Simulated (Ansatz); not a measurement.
A run on `[AsH3+]` radical with other settings.

```yaml
crystal:
  periodic: [false, false, false]
  atoms:
    - {symbol: As, position_ang: [-0.106419, 0.245594, -0.162480]}
    - {symbol: H, position_ang: [0.348277, 0.784045, 1.158155]}
    - {symbol: H, position_ang: [-1.259976, -0.699196, -0.030488]}
    - {symbol: H, position_ang: [1.018119, -0.330444, -0.965187]}
basis:
  gaussian: {orbitals: cc-pVTZ}
total_charge: 2
hamiltonian: {xc: {name: wB97}}
accuracy: high
scf: {lower_state_search: off}
output: {forces: true}
```

```sh
$ ansatz run in.yaml --threads 2 --pin off --events-out ev --progress --plain --max-ram 32768MiB --backend cpu
```

Shortened log:

```
Functional definition: wB97
1319 factors; integrals over basis functions are off by at most 4.4e-9 eV
338 factors; integrals over basis functions are off by at most 1.8e-9 eV
mean field evaluation 1: about -60867.0095 eV, gradient 1.2e1 eV
mean field evaluation 2: about -60867.3518 eV, gradient 4.4e0 eV
mean field evaluation 4: about -60867.3792 eV, gradient 2.8e-1 eV
mean field evaluation 8: about -60867.3674 eV, gradient 1.8e-3 eV
mean field evaluation 16: about -60867.3674 eV, gradient 4.5e-7 eV
mean field -60867.36741579 eV, -2236.8344951468 hartree, gradient 6.6e-8 eV, S^2 0.000000; 0 other end points of the search recorded, 0 dependent functions left out
reference -60867.36741496 eV, -2236.8344951162 hartree; 17, 17 occupied and 68, 68 virtual orbitals, 1319 factors
Total energy: -60867.36741496 eV, -2236.8344951162 hartree
Atom 0 at    -0.106419     0.245594    -0.162480 Å, force     0.963135    -2.222648     1.470534 eV/Å
Atom 1 at     0.348277     0.784045     1.158155 Å, force    -0.126505     1.279435     0.196432 eV/Å
Atom 2 at    -1.259976    -0.699196    -0.030488 Å, force    -1.126763     0.356931    -0.542808 eV/Å
Atom 3 at     1.018119    -0.330444    -0.965187 Å, force     0.290132     0.586282    -1.124158 eV/Å
Dipole moment:     0.019551    -0.045120     0.029851 e Å
Checks for a lower state left out: stability, starts, cluster_reference, orbital_swaps, neighbouring_geometries, increment
```

Run time 3.8 s (2 threads of an AMD EPYC 7R13 on a shared host); peak host memory 0.23 GiB.
